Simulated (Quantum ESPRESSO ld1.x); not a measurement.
All-electron atom: Pm II in [Xe] 4f5 6s1. Method: non-relativistic Kohn-Sham, PBEsol, spin-unpolarised, spherical densities, point nucleus; relativity is left out, which matters for an element this heavy; computed with ld1.x of Quantum ESPRESSO 7.5.

Unscreened Slater integrals over Kohn-Sham orbitals (cm^-1).

integral    value
F0(6s,6s)   47458
F0(6s,4f)   61652
G3(6s,4f)  2312.6
F0(6s,5p)   58958
G1(6s,5p)  4197.0
F0(6s,5s)   59683
G0(6s,5s)  2499.0
F0(4f,4f)  210820
F2(4f,4f)   97336
F4(4f,4f)   60524
F6(4f,4f)   43391
F0(4f,5p)  136290
F2(4f,5p)   47745
G2(4f,5p)   26474
G4(4f,5p)   20051
F0(4f,5s)  149500
G3(4f,5s)   28256
F0(5p,5p)  114570
F2(5p,5p)   61668
F0(5p,5s)  121180
G1(5p,5s)   82725
F0(5s,5s)  129320

Derived for the open shells (J is the average intra-shell exchange parameter used in DFT+U). 4f: F4/F2 = 0.622, F6/F2 = 0.446, J = (286 F2 + 195 F4 + 250 F6)/6435 = 7846 cm^-1.
